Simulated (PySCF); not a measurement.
Se(I)(GeH3) (GeH₃ISe), SMILES [GeH3][Se]I.

Coordinates come from a B3LYP-D3(BJ)/def2-SVP optimisation. The structure was generated by enumeration, and PubChem lists no compound with its InChIKey, so it may never have been made. The def2 effective core potentials stand for the cores of I; spin–orbit coupling is left out.

Method: PySCF with TDA-PBE/def2-SVPD.

Vertical excitations.  State labels are in the subgroup Cs.

```csv
state,symmetry,energy (eV),λ (nm),f,main pairs
S1,A",2.09,594,0.001,HOMO→LUMO 100 %
S2,A',3.01,412,0.003,HOMO−1→LUMO 99 %
S3,A",3.67,338,0.000,HOMO−2→LUMO 99 %
S4,A",4.07,305,0.002,HOMO→LUMO+1 99 %
S5,A',4.76,260,0.016,HOMO−3→LUMO 88 %
S6,A',4.99,249,0.010,HOMO−1→LUMO+1 87 %
S7,A",5.00,248,0.000,HOMO→LUMO+2 99 %
S8,A",5.15,241,0.002,HOMO−5→LUMO 99 %
S9,A',5.23,237,0.059,"HOMO−4→LUMO 74 %, HOMO−6→LUMO 14 %"
S10,A",5.65,220,0.011,HOMO−2→LUMO+1 96 %
T1,A",1.47,843,0,HOMO→LUMO 100 %
T2,A',2.42,512,0,HOMO−1→LUMO 100 %
T3,A",3.13,396,0,HOMO−2→LUMO 100 %
T4,A",3.78,328,0,HOMO→LUMO+1 100 %
```
Triplets are in the Tamm–Dancoff approximation.
